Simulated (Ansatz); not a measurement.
Reaction (redistribution): `OPN[SiH3]` + `CC[SiH2]O` → `O[SiH2]PO` + `CCN[SiH3]`

Program: Ansatz. Geometries: PBE0-D4/def2-TZVP. ΔE: electronic, gas phase. CBS: MP2 limit from def2 TZ/QZ plus the TZ coupled-cluster correction, frozen cores. Functionals use def2-TZVPP. B3LYP here is the variant with VWN-RPA as its local correlation; programs differ in this. HSE06 is defined as in plane-wave codes. One conformer a species, not always the lowest.

Task: Is it downhill or uphill in electronic energy at CCSD(T)/CBS, and by how much? (An estimate is asked.)

Result: Computed: Uphill: ΔE = +0.89 eV.

Task: What do these levels give: revPBE-D4, B3LYP-D4, r2SCAN0-D4, HSE06-D4, BHLYP-D4, ωB97X-V, ωB97M-V, PBE-QIDH, PBE, PBE0, HSE06, SCS-MP2/def2-QZVPP? (Estimate.)

Result: The calculation gave: revPBE-D4 0.73, B3LYP-D4 0.83, r2SCAN0-D4 0.86, HSE06-D4 0.79, BHLYP-D4 0.88, ωB97X-V 0.84, ωB97M-V 0.91, PBE-QIDH 0.88, PBE 0.75, PBE0 0.79, HSE06 0.79, SCS-MP2/def2-QZVPP 0.95 eV.

Task: What do rigid-rotor, harmonic-oscillator terms from PBE0-D4/def2-TZVP frequencies (298.15 K, 1 bar) make of the CCSD(T)/CBS value? (An estimate is asked.)

Result: Computed: ΔZPE = +0.02 eV, ΔH = +0.91 eV, ΔS = -1 J/(mol·K), ΔG = +0.91 eV. Modes under 50 cm⁻¹ make the entropy rough.

Largest T1 diagnostic among the species: 0.013.

From PBE to PBE0 (25 % exact exchange), in def2-TZVPP and without D4, ΔE moves by +0.04 eV. Leaving LDA and LC-ωPBE aside and taking each functional with its dispersion term where it has one, the values spread over 0.18 eV, from revPBE-D4 to ωB97M-V.
